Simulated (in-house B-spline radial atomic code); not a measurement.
Inner-shell binding energies (edges) and X-ray emission energies of free atoms and ions, as differences of relaxed hole-state energies with first-order Breit, QED and recoil terms, without correlation or multiplet splittings, in NIST's listed ground configurations. For neutral atoms such line energies lie within some 1 to 5 eV of tabulated X-ray lines (up to 20 eV for the heaviest). K = 1s, L1 = 2s. A dash marks a subshell that is part filled or wasn't run, or a line left out. Computed with an all-electron radial atomic-structure program (B-spline basis): Dirac-Hartree-Fock, average of the configuration, finite nuclei.

| ion | configuration | K edge (eV) | L1 edge (eV) |
| --- | --- | --- | --- |
| B+ | [He] 2s2 | 217.64 | 23.449 |
| C+ | [He] 2s2 2p1 | 315.72 | 30.663 |
| N+ | [He] 2s2 2p2 | ? | ? |
| O+ | [He] 2s2 2p3 | 568.13 | 47.895 |
| F+ | [He] 2s2 2p4 | 722.52 | 57.945 |
| Ne+ | [He] 2s2 2p5 | ? | ? |
| Al+ | [Ne] 3s2 | 1578.46 | 138.01 |
| Si+ | [Ne] 3s2 3p1 | 1860.18 | 172.45 |
| P+ | [Ne] 3s2 3p2 | 2165.31 | 210.07 |
| S+ | [Ne] 3s2 3p3 | 2493.92 | 250.92 |
| Cl+ | [Ne] 3s2 3p4 | 2846.06 | 295.04 |
| Ar+ | [Ne] 3s2 3p5 | ? | ? |
| K+ | [Ne] 3s2 3p6 | 3621.19 | 393.17 |

(1) Fill in the row of N+.

(2) Fill in the row of Ne+.

(3) Fill in the row of Ar+.

## Answers

(1) K edge (eV): 432.54; L1 edge (eV): 38.806.

(2) K edge (eV): 895.72; L1 edge (eV): 68.966.

(3) K edge (eV): 3221.8; L1 edge (eV): 342.45.
